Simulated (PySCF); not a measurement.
A structure optimised at PBE0-D3(BJ)/def2-SVP, used in a PySCF frequency run:

```
C
H 1 1.1048
O 1 1.4325 2 108.17
Si 3 1.6841 1 119.15 2 -147.55
H 4 1.4904 3 108.03 1 136.88
H 4 1.4939 5 109.05 3 -120.34
C 4 1.8858 5 113.74 6 -125.65
H 7 1.1004 4 112.59 5 9.43
H 7 1.1016 8 108.09 4 -122.60
Si 7 1.8892 8 112.09 9 -121.97
H 10 1.4952 7 110.83 8 -22.78
H 10 1.4953 11 109.02 7 -126.16
Si 1 1.8986 2 108.21 3 118.90
H 13 1.4929 1 110.86 2 -63.75
H 13 1.4961 14 109.70 1 -121.86
H 13 1.4976 14 108.64 15 -118.84
```
Charge 0, spin multiplicity 1.

### Question
Write its SMILES and formula.

### Answer
[SiH3][C@H]1O[SiH2]C[SiH2]1, C2H10OSi3

### Question
What are its rotational constants (standard atomic weights)?

### Answer
2.5125, 1.5448, 1.1642 GHz
